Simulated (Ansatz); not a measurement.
Cost and result for the atomization energy of BClH6OSi2 (`B[Si](O)([SiH3])Cl`) (11 atoms, 10 bonds).

```csv
atom,x (Å),y (Å),z (Å)
B1,0.282,-1.489,-1.502
Si2,-0.398,-0.375,-0.057
O3,-1.809,-0.786,0.666
Si4,0.802,1.207,1.185
Cl5,-0.731,0.559,-1.979
H6,-0.452,-2.281,-2.006
H7,1.401,-1.335,-1.885
H8,-2.249,-0.135,1.216
H9,1.312,0.589,2.438
H10,1.940,1.709,0.376
H11,-0.097,2.337,1.547
```

Charge 0, multiplicity 1. The structure was optimised at the PBE0-D4/def2-TZVP level. It is one conformer, not always the lowest. Program: Ansatz. All runs use 4 threads of an Arm Neoverse V2 on a shared host. Times are those of one run each, without the atoms' runs, and a repeat can differ threefold. Electronic energies, without spin–orbit coupling; frozen cores. CCSD(T)/CBS adds CCSD(T) − MP2 in def2-TZVPP to the MP2 limit, and its time is that of the two runs behind it. T1 = 0.013. B3LYP takes the VWN-RPA correlation (the form of Gaussian; ORCA's B3LYP/G).

CCSD(T)/CBS is a level of theory with its own doubt, some kJ/mol a heavy atom from the limit and from the frozen cores, so smaller differences don't rank the functionals.

| level | functions | wall time | atomization (kcal/mol) | difference from CCSD(T)/CBS | per bond |
| --- | --- | --- | --- | --- | --- |
| PBE-D4/def2-TZVPP (with forces) | 272 | 3.2 s | 859.6 | 6.1 | 0.6 |
| PBE0-D4/def2-TZVPP | 272 | 4.3 s | 849.6 | -3.9 | -0.4 |
| r2SCAN-D4/def2-TZVPP (with forces) | 272 | 6.5 s | 859.5 | 6.0 | 0.6 |
| B3LYP-D4/def2-TZVPP (with forces) | 272 | 7 s | 851.3 | -2.2 | -0.2 |
| B2PLYP/def2-TZVPP | 272 | 7.5 s | 840.5 | -13.0 | -1.3 |
| ωB97X-V/def2-TZVPP | 272 | 11 s | 859.2 | 5.7 | 0.6 |
| ωB97M-V/def2-TZVPP (with forces) | 272 | 15 s | 856.5 | 3.0 | 0.3 |
| MP2/def2-QZVPP | 504 | 28 s | 854.1 | 0.6 | 0.1 |
| CCSD(T)/def2-TZVPP | 272 | 3.2 min | 829.3 | -24.2 | -2.4 |
| CCSD(T)/CBS(def2) | – | 3.7 min | 853.5 | 0.0 | 0.0 |

From PBE to PBE0 (25 % exact exchange), in def2-TZVPP and without D4, the atomization energy moves by −9.0 kcal/mol: exact exchange takes away binding that semilocal exchange gives to molecules. The D4 term adds +11.2 kcal/mol with B3LYP and +5.9 kcal/mol with PBE0; it sums over pairs of atoms, weighted by their polarisabilities, and B3LYP, whose exchange is more repulsive, gets the larger term. In def2-TZVPP, CCSD(T) changes the Hartree–Fock value by +194.6 kcal/mol (the triples alone add +11.9 kcal/mol) and MP2 by +205.1 kcal/mol; breaking electron pairs costs correlation energy, which Hartree–Fock lacks.
